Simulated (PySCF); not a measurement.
**Two-component Hartree-Fock for Os³⁺ (osmium, charge +3)**

Start: [Xe] 4f14 5d5; 5d3/2 filled at m_j = -3/2, -1/2, +1/2, +3/2; 5d5/2 filled at m_j = +5/2. Calculated with PySCF 2.14 in x2c-TZVPPall-2c: generalised Hartree-Fock with the X2C-1e Hamiltonian and a Gaussian nucleus; one run each with spin-orbit coupling (SO) switched off, then screened by Boettger's factors.

| spinor shell | electrons | ε, spin-free (eV) | ε, screened SO (eV) | weight of nominal j (screened SO) | rms radius, screened SO (bohr) |
| --- | --- | --- | --- | --- | --- |
| 1s1/2 | 2 | -74310.9 | -74286.0 | 1.000 | 0.0201 |
| 2s1/2 | 2 | -13114.1 | -13106.3 | 1.000 | 0.0809 |
| 2p1/2 | 2 | -11429.8 | -12527.3 | 1.000 | 0.0687 |
| 3s1/2 | 2 | -3140.8 | -3138.3 | 1.000 | 0.207 |
| 3p1/2 | 2 | -2638.0 | -2879.9 | 1.000 | 0.198 |
| 3p3/2 | 4 | -2638.0 | -2539.3 | 1.000 | 0.214 |
| 3d3/2 | 4 | -2068.9 | -2111.7 | 1.000 | 0.188 |
| 3d5/2 | 6 | -2068.9 | -2038.3 | 1.000 | 0.193 |
| 4s1/2 | 2 | -721.48 | -720.67 | 1.000 | 0.459 |
| 4p1/2 | 2 | -553.65 | -611.11 | 1.000 | 0.466 |
| 4p3/2 | 4 | -553.65 | -530.03 | 1.000 | 0.499 |
| 4d3/2 | 4 | -340.86 | -349.88 | 0.999 | 0.519 |
| 4d5/2 | 6 | -340.86 | -334.21 | 0.999 | 0.530 |
| 5s1/2 | 2 | -138.34 | -138.16 | 1.000 | 1.08 |
| 5p1/2 | 2 | -92.281 | -103.34 | 0.919 | 1.19 |
| 4f5/2 | 6 | -102.19 | -103.54 | 0.985 | 0.609 |
| 4f7/2 | 8 | -102.19 | -100.54 | 0.989 | 0.611 |
| 5p3/2 | 4 | -92.281 | -87.526 | 0.959 | 1.26 |
| 5d3/2 | 4 | -42.914 | -43.028 | 0.622 | 1.70 |
| 5d5/2 | 1 | -42.914 | -42.208 | 1.000 | 1.73 |

Problem. Where does 2p3/2 lie, and what is the 2p spin-orbit splitting (screened SO)?

Solution. At -10990.3 eV, 1536.9 eV above 2p1/2.

```json
{"quantity": "E (hartree)", "spin-free": "-17239.26937", "screened SO": "-17261.97581"}
{"quantity": "M_J", "spin-free": "5/2", "screened SO": "5/2"}
{"quantity": "⟨J²⟩", "spin-free": "8.754", "screened SO": "8.756"}
{"quantity": "⟨L²⟩", "spin-free": "0.000", "screened SO": "0.296"}
{"quantity": "⟨S²⟩", "spin-free": "8.754", "screened SO": "8.530"}
```

Each row is a mean over spinors that exchange with the open shell spreads, by up to 9.627 eV (5p3/2).

Rows whose weight is well below 1 are mixtures of j = l ± 1/2: exchange outweighs spin-orbit coupling there, and the label is only the starting occupation.

Breit and QED terms are absent; they matter most for the inner s and p1/2 levels.

Densities and radii are taken from the X2C orbitals without a picture-change correction, which distorts them close to the nucleus.

Without spin-orbit coupling the j labels of p, d and f shells carry no meaning; the spin-free column gives the mean over the occupied spinors of each nl shell.
